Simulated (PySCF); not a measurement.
# Computed vibrations of [Re2]−

[Re2]− (doublet). PySCF 2.14.0, UKS PBE, Re def2-SVP with ECP60; non-relativistic Hamiltonian with scalar-relativistic core potentials where named; density fitting; no spin-orbit coupling. Central differences of gradients.

```xyz
2

Re    0.0000    0.0000    1.0369
Re    0.0000    0.0000   -1.0369
```

Run from Python with OMP_NUM_THREADS=2. Where DIIS fails, smearing, a level shift and second-order steps follow.
It took 6.3 s on 2 threads of AMD EPYC 9R45 96-Core Processor (Zen 5), on a shared host.

Question: What are the harmonic wavenumbers and infrared intensities?

Answer: Modes are labelled in D∞h; negative numbers are unstable modes, those under 60 cm⁻¹ near the noise; a finer grid moves soft modes by up to 10 cm⁻¹.
```tsv
cm⁻¹	km/mol	symmetry
361	0.0	σg+
```

Question: Is this a minimum?

Answer: Yes. Ideal gas at 298.15 K and 1 bar: S = 266.5 J/(mol K), Cp = 35.6 J/(mol K), H − H(0 K) = 9.6 kJ/mol (rigid rotor, harmonic modes, spin degeneracy alone).

Open shells may have lower solutions than the one found.
